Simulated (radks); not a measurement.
Problem. These are the eigenvalues of the occupied orbitals of an atom or ion with whole-number occupations (hartree). Method: scalar-relativistic Kohn-Sham, LB94 model potential, spin-polarised, spherical densities, finite nucleus; Fermi nuclear charge, rms radius of each element as measured or else 0.836 A^(1/3) + 0.57 fm; computed with a radial shooting solver on a logarithmic mesh with Libxc functionals.

| orbital | eigenvalue |
|---|---|
| 1s down | -1730.822 |
| 1s up | -1730.822 |
| 2s down | -290.7799 |
| 2s up | -290.7787 |
| 2p down | -260.5647 |
| 2p up | -260.5638 |
| 3s down | -70.95888 |
| 3s up | -70.95510 |
| 3p down | -61.48706 |
| 3p up | -61.48435 |
| 3d down | -48.61705 |
| 3d up | -48.61468 |
| 4s up | -20.85150 |
| 4s down | -20.79233 |
| 4p up | -17.70364 |
| 4p down | -17.64555 |
| 4d up | -13.26749 |
| 4d down | -13.21109 |
| 5s up | -8.80096 |
| 5s down | -8.75504 |
| 4f up | -8.37689 |

Which element is it, and in what charge state? The configuration may be excited. Open shells, if any, are filled with parallel spins first.

Solution. Z = 62, samarium, charge +12: Sm12+ in [Kr] 4d10 4f2 5s2. The list shows which subshells hold electrons but not how many an open one holds; the 1s level, -1730.8 hartree, gives Z - s = 58.8 by -(Z - s)^2/2, which with screening and relativity narrows Z to a few neighbours, and the depths of the outer levels then fix element, charge and occupations together.
